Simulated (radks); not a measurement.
Question: Pb23+, 59 electrons, occupied as [Kr] 4d10 4f13. Method: Dirac Kohn-Sham, LB94 model potential, spin-unpolarised, spherical densities, finite nucleus; open shells fill j = l - 1/2 first; Fermi nuclear charge, rms radius 5.5012 fm; computed with a radial shooting solver on a logarithmic mesh with Libxc functionals. Some entries of the table are withheld. Estimate them.

| orbital | occ. | eigenvalue (eV) | <1/r> (bohr^-1) | <r> (bohr) |
|---|---|---|---|---|
| 1s1/2 | 2 | -88836.23 | 101.3 | 0.01604 |
| 2s1/2 | 2 | -16407.47 | 25.08 | 0.06679 |
| 2p1/2 | 2 | -15802.99 | 25.08 | 0.05473 |
| 2p3/2 | 4 | -13595.35 | 20.01 | 0.06365 |
| 3s1/2 | 2 | -4407.168 | 9.202 | 0.1735 |
| 3p1/2 | 2 | (1) | 9.131 | 0.1639 |
| 3p3/2 | 4 | (2) | 7.805 | 0.1800 |
| 3d3/2 | 4 | -3175.046 | 7.711 | 0.1563 |
| 3d5/2 | 6 | -3069.651 | 7.416 | 0.1612 |
| 4s1/2 | 2 | -1450.613 | 3.932 | 0.3812 |
| 4p1/2 | 2 | -1329.860 | 3.836 | 0.3814 |
| 4p3/2 | 4 | -1207.006 | 3.375 | 0.4146 |
| 4d3/2 | 4 | (3) | (4) | 0.4154 |
| 4d5/2 | 6 | (5) | (6) | 0.4256 |
| 4f5/2 | 6 | -726.3381 | 2.830 | 0.4216 |
| 4f7/2 | 7 | -720.6283 | 2.793 | 0.4264 |

Answer: 
(1) 3p1/2 eigenvalue (eV): -4129.835
(2) 3p3/2 eigenvalue (eV): -3636.569
(3) 4d3/2 eigenvalue (eV): -1008.083
(4) 4d3/2 <1/r> (bohr^-1): 3.203
(5) 4d5/2 eigenvalue (eV): -984.6017
(6) 4d5/2 <1/r> (bohr^-1): 3.101
